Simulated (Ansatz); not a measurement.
Reactions of BFH5NOSSi, SMILES `O[SiH](F)NBS`.

Calculated with Ansatz (gas phase, PBE0-D4/def2-TZVP geometries, no zero-point term in ΔE). CBS: MP2 limit from def2 TZ/QZ plus the TZ coupled-cluster correction, frozen cores. DFT in def2-TZVPP. For Ge outer-core shells are correlated without core-valence functions, which leaves a few kJ/mol of doubt a bond. Scalar relativity is left out up to krypton. Each species was taken in one conformer, which may not be the lowest.

```
                                                                       reaction  MP2/CBS(def2) (kcal/mol)  HF/CBS(def2) (kcal/mol)  B2PLYP (kcal/mol)
                              `O[SiH](F)NBS` + `CCCl` → `O[SiH](F)CCl` + `CNBS`                      27.4                     28.8               26.3
                   `O[SiH](F)NBS` + `[OH][GeH3]` → `O[SiH](F)[O][GeH3]` + `NBS`                     -17.3                    -20.6              -17.8
`O[SiH](F)NBS` + `O[SiH2]C[SiH](O)Cl` → `O[SiH2]CBS` + `O[Si@H](F)N[Si@H](O)Cl`                       8.7                      8.0                8.9
      `O[SiH](F)NBS` + `C[SiH](F)[SiH2]O` → `C[SiH](F)BS` + `O[SiH2]N[SiH](O)F`                       6.4                      7.2                7.9
```

Task: Give the CCSD(T)/CBS values in the same order. (Estimate.)

Result: Computed: 26.5, -17.4, 8.7, 6.7 kcal/mol.

Largest T1 diagnostic: 0.014, for `C[SiH](F)BS`.
